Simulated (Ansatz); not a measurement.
Input for Ansatz (a first-principles code): U-CCSD(T)/cc-pVDZ on CH4GeO (SMILES C[O][GeH]), a point of a bond scan (R = 1.913 Å). The run froze 16 orbitals, filled d shells among them.

Ansatz 0.2 input:
```yaml
crystal:
  periodic: [false, false, false]
  atoms:
    - {symbol: Ge, position_ang: [-0.30918050, -0.44039023, 0.61326825]}
    - {symbol: H, position_ang: [-1.33900548, -0.76161549, -0.60195871]}
    - {symbol: O, position_ang: [0.73619976, 0.65343866, -0.33645061]}
    - {symbol: C, position_ang: [0.60186979, 1.03364415, -1.69533265]}
    - {symbol: H, position_ang: [0.42307805, 2.93483675, -1.80257395]}
    - {symbol: H, position_ang: [1.50211160, 0.74097812, -2.24155643]}
    - {symbol: H, position_ang: [-0.26984991, 0.56371050, -2.16085477]}
basis:
  gaussian:
    orbitals: cc-pVDZ
correlation: {method: ccsd_t, electrons: outside_noble_gas}
scf: {omitted_lower_state_checks: [cluster_reference]}
magnetization: {spin_polarized: true, initial_magnetization: 0}
```

Output:

```
WARN ansatz: RAYON_NUM_THREADS=1 ignored (pool sized by the plan → 1); use --threads N
Functional definition: HF
these checks for a lower state are left out or cut short: cluster_reference
integrals: 0.09 GiB planned
760 factors; integrals over basis functions are off by at most 1.8e-3 eV
mean field: 0.33 GiB planned
mean field evaluation 1: about -59597.5091 eV, gradient 2.0e1 eV
mean field evaluation 2: about -59597.5751 eV, gradient 2.0e1 eV
mean field evaluation 4: about -59599.6127 eV, gradient 2.2e0 eV
mean field evaluation 8: about -59599.6565 eV, gradient 1.2e-1 eV
mean field evaluation 16: about -59600.0221 eV, gradient 8.2e-1 eV
mean field evaluation 32: about -59600.0586 eV, gradient 1.2e-1 eV
mean field -59600.06085911 eV, -2190.2618382001 hartree, gradient 1.5e-6 eV, S^2 0.571674; 5 other end points of the search recorded, 0 dependent functions left out
16 core orbitals not correlated
reference -59600.06085911 eV, -2190.2618382001 hartree; 9, 9 occupied and 50, 50 virtual orbitals, 760 factors
second order -10.78049558 eV of doubles, -0.00000000 eV of singles
coupled cluster: 0.26 GiB planned
cycle   1  -11.22983793 eV  change   -4.5e-1 eV  update   1.2e-1
cycle   2  -11.68695367 eV  change   -4.6e-1 eV  update   5.8e-2
cycle   3  -11.94215366 eV  change   -2.6e-1 eV  update   4.8e-2
cycle   4  -12.04690859 eV  change   -1.0e-1 eV  update   3.4e-2
cycle   5  -12.19334412 eV  change   -1.5e-1 eV  update   2.5e-2
cycle   6  -12.26929667 eV  change   -7.6e-2 eV  update   1.3e-2
cycle   7  -12.28622686 eV  change   -1.7e-2 eV  update   6.2e-3
cycle   8  -12.29686739 eV  change   -1.1e-2 eV  update   2.7e-3
cycle   9  -12.29812526 eV  change   -1.3e-3 eV  update   1.3e-3
cycle  10  -12.29734039 eV  change    7.8e-4 eV  update   6.4e-4
cycle  11  -12.29814788 eV  change   -8.1e-4 eV  update   3.5e-4
cycle  12  -12.29862175 eV  change   -4.7e-4 eV  update   1.8e-4
cycle  13  -12.29849837 eV  change    1.2e-4 eV  update   8.8e-5
cycle  14  -12.29842499 eV  change    7.3e-5 eV  update   4.9e-5
cycle  15  -12.29842949 eV  change   -4.5e-6 eV  update   2.5e-5
cycle  16  -12.29845682 eV  change   -2.7e-5 eV  update   1.4e-5
cycle  17  -12.29848189 eV  change   -2.5e-5 eV  update   4.5e-6
cycle  18  -12.29848671 eV  change   -4.8e-6 eV  update   2.3e-6
coupled cluster: 0.26 GiB planned
perturbative correction -0.44795592 eV, -0.0164620763 hartree
Total energy: -59612.80730174 eV, -2190.7302613269 hartree
Checks for a lower state left out: cluster_reference
```

The run converged. Its determinant has ⟨S²⟩ = 0.57, a mixture of spin states.

Cost: roughly 12 core-seconds.
